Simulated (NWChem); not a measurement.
System meant: C2H8BN; SMILES CCBN

Here is an NWChem input.

```
start job
memory heap 200 mb stack 900 mb global 1100 mb
geometry units angstroms noautoz
  B     -0.384613     0.702747    -0.286475
  H     -1.503474     0.677637    -0.763224
  C      0.504554    -0.601922    -0.265140
  C     -0.222477    -1.844726     0.248233
  H      1.441017    -0.443912     0.300231
  H      0.818732    -0.780130    -1.312364
  H     -1.135508    -2.042804    -0.335626
  H     -0.533347    -1.728045     1.299163
  H      0.406611    -2.747665     0.194223
  N      0.065210     1.923489     0.212308
  H     -0.486401     2.770373     0.183525
  H      0.977739     2.047313     0.633449
end
basis spherical
  * library def2-svp
end
dft
  odft
  mult 2
  xc xpbe96 cpbe96
  iterations 150
  mulliken
end
task dft energy
```

End of the output:

```
 Summary of "ao basis" -> "" (spherical)
 ------------------------------------------------------------------------------
       Tag                 Description            Shells   Functions and Types
 ---------------- ------------------------------  ------  ---------------------
 *                          def2-svp                  on all atoms

  pbe96 is a nonlocal functional; adding pw91lda local functional.

                                 NWChem DFT Module
                                 -----------------

 Summary of "ao basis" -> "ao basis" (spherical)
 ------------------------------------------------------------------------------
       Tag                 Description            Shells   Functions and Types
 ---------------- ------------------------------  ------  ---------------------
 B                          def2-svp                 6       14   3s2p1d
 H                          def2-svp                 3        5   2s1p
 C                          def2-svp                 6       14   3s2p1d
 N                          def2-svp                 6       14   3s2p1d

 Summary of "ao basis" -> "ao basis" (spherical)
 ------------------------------------------------------------------------------
       Tag                 Description            Shells   Functions and Types
 ---------------- ------------------------------  ------  ---------------------
 B                          def2-svp                 6       14   3s2p1d
 H                          def2-svp                 3        5   2s1p
 C                          def2-svp                 6       14   3s2p1d
 N                          def2-svp                 6       14   3s2p1d

  number of electrons :                   32
  multiplicity        :                    2
 ------------------------------------------------------------------------
  no. of electrons and multiplicity not compatible                  32
 ------------------------------------------------------------------------
 ------------------------------------------------------------------------
  current input line :
    27: task dft energy
 ------------------------------------------------------------------------
 ------------------------------------------------------------------------
 There is an error in the input file
 ------------------------------------------------------------------------
 For more information see the NWChem manual at https://nwchemgit.github.io

0: no. of electrons and multiplicity not compatible:Received an Error in Communication
```

Problem. Can this run be used? If not, why, and what is the fix?

Solution. The program refused the input. Cause: the multiplicity doesn't fit the number of electrons (an even count wants an odd multiplicity, and the reverse). This input runs:
```
start job
memory heap 200 mb stack 900 mb global 1100 mb
geometry units angstroms noautoz
  B     -0.384613     0.702747    -0.286475
  H     -1.503474     0.677637    -0.763224
  C      0.504554    -0.601922    -0.265140
  C     -0.222477    -1.844726     0.248233
  H      1.441017    -0.443912     0.300231
  H      0.818732    -0.780130    -1.312364
  H     -1.135508    -2.042804    -0.335626
  H     -0.533347    -1.728045     1.299163
  H      0.406611    -2.747665     0.194223
  N      0.065210     1.923489     0.212308
  H     -0.486401     2.770373     0.183525
  H      0.977739     2.047313     0.633449
end
basis spherical
  B library def2-svp
  H library def2-svp
  C library def2-svp
  N library def2-svp
end
dft
  xc xpbe96 cpbe96
  iterations 150
  mulliken
end
task dft energy
```
It converges to -160.32432 Ha (PBE/def2-SVP).
